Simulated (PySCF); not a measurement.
BO, SMILES O=[B] (connectivity only; charge and spin as stated), charge +1, multiplicity 1.

Geometry: r2SCAN-D4/def2-TZVPD. The spin state was assumed, not searched.

Calculation: PBE/def2-TZVPD (PySCF).

Gas-phase values at a fixed geometry.

Computed frontier levels, gap, dipole moment and polarisability:
```
Property                                                          Result
------------------------------------------------  ----------------------
highest occupied level                                         -18.51 eV
lowest empty level                                             -17.09 eV
orbital gap                                                      1.42 eV
dipole moment about the centre of nuclear charge                  5.57 D
mean static polarisability                          15.4 bohr³ (2.28 Å³)
polarisability, principal values                  13.9, 13.9, 18.3 bohr³
```
